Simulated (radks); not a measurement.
Results of a calculation; reference values are marked as such.
Problem. The mean radii <r> (bohr) of the occupied orbitals of an atom or ion are listed with their occupations. Level of theory: Dirac Kohn-Sham, PBEsol, spin-unpolarised, spherical densities, finite nucleus; Fermi nuclear charge, rms radius of each element as measured or else 0.836 A^(1/3) + 0.57 fm (a radial shooting solver on a logarithmic mesh with Libxc functionals).

| orbital | occ. | <r> |
|---|---|---|
| 1s1/2 | 2 | 0.02559 |
| 2s1/2 | 2 | 0.1093 |
| 2p1/2 | 2 | 0.09195 |
| 2p3/2 | 4 | 0.09794 |
| 3s1/2 | 2 | 0.2917 |
| 3p1/2 | 2 | 0.2816 |
| 3p3/2 | 4 | 0.2935 |
| 3d3/2 | 4 | 0.2644 |
| 3d5/2 | 6 | 0.2681 |
| 4s1/2 | 2 | 0.6728 |
| 4p1/2 | 2 | 0.6951 |
| 4p3/2 | 4 | 0.7220 |
| 4d3/2 | 4 | 0.7874 |
| 4d5/2 | 6 | 0.7969 |
| 5s1/2 | 2 | 1.519 |
| 5p1/2 | 2 | 1.647 |

Name the element and its charge. Open shells, if any, fill j = l - 1/2 first.

Solution. Z = 56, barium, charge +6: Ba6+ in [Kr] 4d10 5s2 5p2. The 1s radius gives Z: for a bare nucleus <r> = (2 gamma + 1)/(2Z) with gamma = sqrt(1 - (Z/c)^2), 0.02523 bohr for Z = 56, and screening makes it slightly larger (0.02559 here). The occupations add up to 50, and the charge is Z minus that.
